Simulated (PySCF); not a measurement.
Compound: C7H10NOP.
InChI=1S/C7H10NOP/c1-3-8-4-7(6(2)9)10-5-8/h4-5H,3H2,1-2H3

Computed with TDDFT wB97X-D/def2-SVPD, vertical, gas phase, core orbitals frozen in the response in PySCF. One conformer (not necessarily the lowest) at the PBE0-D3(BJ)/def2-SVP geometry, without solvent, vibrations or thermal averaging. Torsions of this conformer, `[CH3:1][CH2:2][n:3]1[cH:4][p:5][c:6]([C:7]([CH3:8])=[O:9])[cH:10]1`: C1–C2–N3–C4 85°, P5–C6–C7–C8 3°.

Computed states:

| state | E (eV) | f |
| --- | --- | --- |
| S1 | 4.11 | 0.0003 |
| S2 | 4.99 | 0.042 |
| S3 | 5.25 | 0.061 |
| S4 | 5.79 | 0.304 |
| S5 | 5.85 | 0.019 |
| S6 | 6.23 | 0.245 |
| S7 | 6.34 | 0.0091 |
| S8 | 6.49 | 0.0014 |
| S9 | 6.61 | 0.0008 |
| S10 | 6.79 | 0.022 |

Broadening: Gaussians 0.3 eV wide at half height, area fixed by f = 4.319×10⁻⁹ ∫ε dν̃. The width is an assumption, not a result. The curve ends short of the highest state used, and states not computed would add to its high-energy end.

**Question.** Give the broadened spectrum and its maxima.

**Answer.** 
E (eV), ε (L mol⁻¹ cm⁻¹) and a bar:
```
     3.66          0 
     3.77          1 
     3.88          5 
     3.99         15 
     4.10         22 
     4.21         16 
     4.32          6 
     4.43          1 
     4.54          7 
     4.65        106 
     4.76        734 #
     4.87       2462 ###
     4.98       4299 #####
     5.09       5192 ######
     5.20       5992 #######
     5.31       5122 ######
     5.42       2755 ###
     5.53       4170 #####
     5.64      14569 ################
     5.75      27500 ##############################
     5.86      25233 ############################
     5.97      13597 ###############
     6.08      13359 ###############
     6.19      21597 ########################
```

Maxima: 302 nm (4.11 eV), ε about 22, made up of S1 (100%); 237 nm (5.22 eV), ε about 6000, made up of S2 (12%) and S3 (88%); 214 nm (5.79 eV), ε about 29000, made up of S4 (94%) (ε in L mol⁻¹ cm⁻¹; maxima over ε = 5, shares over 10%). At its high-energy end, 6.19 eV, the curve is still rising (ε about 22000, from S6).

**Question.** What would ε be at 5.79 eV, the highest of these maxima, with half the width (0.15 eV)?

**Answer.** About 56700 L mol⁻¹ cm⁻¹ against 28900, a factor of about 1.96; a lone state at its own centre would give exactly 2.

**Question.** On this curve, what absorbance would a 10⁻⁴ mol/L sample give at 280 nm over a 1 cm path?

**Answer.** 280 nm is 4.428 eV, where ε is about 1.2 L mol⁻¹ cm⁻¹, so A = ε c l ≈ 0.00012 (Beer–Lambert, with the gas-phase spectrum and the assumed width).

**Question.** Coming from long wavelengths, where does ε first pass 100 L mol⁻¹ cm⁻¹?

**Answer.** At about 267 nm (4.65 eV), 0.54 eV above S1.

All these states lie below the vertical ionisation energy of 8.48 eV (ΔSCF).
